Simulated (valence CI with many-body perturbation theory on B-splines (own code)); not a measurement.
## S⁹⁺: electric-dipole lines

Calculated by configuration interaction combined with many-body perturbation theory (CI+MBPT): five valence electrons over a frozen Dirac-Fock core [He], radial functions for each j: 9 s, 9 p, 8 d, 6 f, 3 g, 1 h, with the one-electron correlation potential Σ1, the two-electron term Σ2, the three-electron term Σ3, Breit, model QED; selected CI, second order for the rest, scaled by the run's own slope (own B-spline code, finite nucleus).

No measured levels were compared; by estimate levels of excited configurations hold to 0.05 to 0.15 % of their energy, terms of the ground configuration to about 0.5 %. Among the levels kept, up to 2200 cm⁻¹ of a level comes from second order outside the variational space, and about a tenth of that is noise between levels of different J, which matters for small intervals.

Lines 51 to 100 of 242 in falling wavelength, among levels below 2417300 cm⁻¹, chosen from the strongest by gf and those to the six lowest levels. Wavelengths and rates use the calculated energies, so an error of 300 cm⁻¹ moves a line at 788.2 Å by 0.24 % and its rate by three times that or more. Electric multipoles are in the length gauge, E1 and E2 with the static RPA response of the core. Weak lines are less certain than strong ones. Lines between different terms over intervals too small for the method are left out, as are lines whose strength nearly cancels. The highest levels of a list are the least certain.

Names give the largest LS component (configuration and term), which can be under half, so a name can repeat, a term be missing and a line seem to break the LS rules; names also repeat where a configuration has a term twice. Letters in brackets count levels of one name in rising energy.

| λ vac (Å) | Upper | Lower | A (s⁻¹) | S (a.u.) |
| --- | --- | --- | --- | --- |
| 788.2 | 2s2 2p2 3d 4F_3/2 | 2s2 2p2 3p 4D°_1/2 | 9.77e+08 | 9.44e-01 |
| 787.2 | 2s2 2p2 3d 4P_1/2 | 2s2 2p2 3p 4S°_3/2 | 7.54e+08 | 3.63e-01 |
| 782.8 | 2s2 2p2 3d 2G_9/2 | 2s2 2p2 3p 2F°_7/2 | 1.46e+09 | 3.45e+00 |
| 780.2 | 2s2 2p2 3p 4S°_3/2 | 2s2 2p2 3s 4P_5/2 | 9.06e+08 | 8.50e-01 |
| 779.4 | 2s2 2p2 3d 4D_7/2 | 2s2 2p2 3p 4P°_5/2 | 9.99e+08 | 1.87e+00 |
| 778.9 | 2s2 2p2 3d 4D_1/2 | 2s2 2p2 3p 4P°_1/2 | 7.26e+08 | 3.38e-01 |
| 775.4 | 2s2 2p2 3p 2D°_3/2 [b] | 2s2 2p2 3s 2D_3/2 | 8.96e+08 | 8.24e-01 |
| 775.2 | 2s2 2p2 3d 2G_7/2 | 2s2 2p2 3p 2F°_5/2 | 1.47e+09 | 2.71e+00 |
| 773.6 | 2s2 2p2 3p 2D°_3/2 [b] | 2s2 2p2 3s 2D_5/2 | 3.37e+08 | 3.08e-01 |
| 773.5 | 2s2 2p2 3p 2D°_5/2 [b] | 2s2 2p2 3s 2D_5/2 | 1.15e+09 | 1.57e+00 |
| 771.2 | 2s2 2p2 3d 4D_5/2 | 2s2 2p2 3p 4P°_3/2 | 8.95e+08 | 1.22e+00 |
| 762.3 | 2s2 2p2 3d 4D_3/2 | 2s2 2p2 3p 4P°_3/2 | 3.70e+08 | 3.24e-01 |
| 757.6 | 2s2 2p2 3d 4D_3/2 | 2s2 2p2 3p 4P°_1/2 | 4.98e+08 | 4.28e-01 |
| 750.7 | 2s2 2p2 3d 4D_7/2 | 2s2 2p2 3p 4D°_7/2 | 4.33e+08 | 7.22e-01 |
| 744.1 | 2s2 2p2 3p 4S°_3/2 | 2s2 2p2 3s 4P_3/2 | 4.32e+08 | 3.51e-01 |
| 732.8 | 2s2 2p2 3d 4D_5/2 | 2s2 2p2 3p 4D°_5/2 | 2.81e+08 | 3.27e-01 |
| 727.9 | 2s2 2p2 3d 2D_5/2 [b] | 2s2 2p2 3p 2F°_7/2 | 1.50e+08 | 1.72e-01 |
| 721.5 | 2s2 2p2 3d 2F_7/2 [b] | 2s2 2p2 3p 2F°_7/2 | 4.62e+08 | 6.85e-01 |
| 711.0 | 2s2 2p2 3d 4P_5/2 | 2s2 2p2 3p 4P°_5/2 | 8.42e+08 | 8.97e-01 |
| 701.2 | 2s2 2p2 3d 2D_3/2 [a] | 2s2 2p2 3p 2P°_1/2 [a] | 1.03e+09 | 7.02e-01 |
| 700.6 | 2s2 2p2 3d 2D_3/2 [a] | 2s2 2p2 3p 2P°_3/2 [a] | 2.84e+08 | 1.93e-01 |
| 698.0 | 2s2 2p2 3p 2P°_1/2 [b] | 2s2 2p2 3s 2D_3/2 | 1.58e+09 | 5.30e-01 |
| 698.0 | 2s2 2p2 3d 4P_3/2 | 2s2 2p2 3p 4P°_5/2 | 4.81e+08 | 3.23e-01 |
| 692.7 | 2s2 2p2 3d 2D_5/2 [a] | 2s2 2p2 3p 2P°_3/2 [a] | 1.43e+09 | 1.41e+00 |
| 692.5 | 2s2 2p2 3d 2F_5/2 [b] | 2s2 2p2 3p 2F°_5/2 | 3.86e+08 | 3.80e-01 |
| 676.5 | 2s2 2p2 3d 4P_3/2 | 2s2 2p2 3p 4P°_1/2 | 2.36e+08 | 1.44e-01 |
| 674.3 | 2s2 2p2 3d 4P_1/2 | 2s2 2p2 3p 4P°_3/2 | 6.81e+08 | 2.06e-01 |
| 674.2 | 2s2 2p2 3d 2P_3/2 | 2s2 2p2 3p 2S°_1/2 | 9.14e+08 | 5.53e-01 |
| 673.6 | 2s2 2p2 3p 2P°_3/2 [b] | 2s2 2p2 3s 2D_3/2 | 6.09e+08 | 3.67e-01 |
| 672.2 | 2s2 2p2 3p 2P°_3/2 [b] | 2s2 2p2 3s 2D_5/2 | 1.33e+09 | 7.99e-01 |
| 643.9 | 2s2 2p2 3d 2D_5/2 [a] | 2s2 2p2 3p 2D°_5/2 [a] | 2.63e+08 | 2.08e-01 |
| 630.8 | 2s2 2p2 3d 2P_1/2 | 2s2 2p2 3p 2S°_1/2 | 7.41e+08 | 1.84e-01 |
| 618.2 | 2s2 2p2 3d 2D_3/2 [a] | 2s2 2p2 3p 2D°_3/2 [a] | 4.54e+08 | 2.12e-01 |
| 589.5 | 2s2 2p2 3p 2D°_5/2 [b] | 2s2 2p2 3s 2P_3/2 | 1.20e+09 | 7.26e-01 |
| 564.6 | 2s2 2p2 3p 2D°_3/2 [b] | 2s2 2p2 3s 2P_1/2 | 1.12e+09 | 3.98e-01 |
| 547.3 | 2s2 2p2 3d 2D_5/2 [b] | 2s2 2p2 3p 2D°_5/2 [a] | 4.05e+08 | 1.97e-01 |
| 532.9 | 2s2 2p2 3d 2F_5/2 [b] | 2s2 2p2 3p 2D°_5/2 [a] | 4.24e+08 | 1.90e-01 |
| 528.8 | 2s2 2p2 3p 2P°_3/2 [b] | 2s2 2p2 3s 2P_3/2 | 1.23e+09 | 3.59e-01 |
| 524.5 | 2s2 2p2 3d 2D_3/2 [b] | 2s2 2p2 3p 2D°_3/2 [a] | 6.61e+08 | 1.88e-01 |
| 522.4 | 2s2 2p2 3p 2P°_1/2 [b] | 2s2 2p2 3s 2P_1/2 | 8.84e+08 | 1.24e-01 |
| 423.8 | 2s 2p3 3s 4S°_3/2 | 2s2 2p2 3s 4P_5/2 | 5.91e+08 | 8.88e-02 |
| 401.0 | 2s 2p4 4P_5/2 | 2s2 2p3 2P°_3/2 | 1.76e+06 | 3.36e-04 |
| 390.2 | 2s 2p4 4P_3/2 | 2s2 2p3 2P°_3/2 | 3.58e+06 | 4.20e-04 |
| 339.4 | 2s 2p4 4P_5/2 | 2s2 2p3 2D°_5/2 | 4.35e+06 | 5.03e-04 |
| 338.1 | 2s 2p4 4P_5/2 | 2s2 2p3 2D°_3/2 | 1.57e+06 | 1.79e-04 |
| 289.5 | 2p5 2P°_3/2 | 2s 2p4 2P_1/2 | 1.72e+09 | 8.22e-02 |
| 282.3 | 2p5 2P°_3/2 | 2s 2p4 2P_3/2 | 1.16e+10 | 5.15e-01 |
| 280.4 | 2p5 2P°_1/2 | 2s 2p4 2P_1/2 | 1.04e+10 | 2.26e-01 |
| 273.7 | 2p5 2P°_1/2 | 2s 2p4 2P_3/2 | 5.79e+09 | 1.17e-01 |
| 264.2 | 2s 2p4 4P_5/2 | 2s2 2p3 4S°_3/2 | 4.98e+09 | 2.72e-01 |
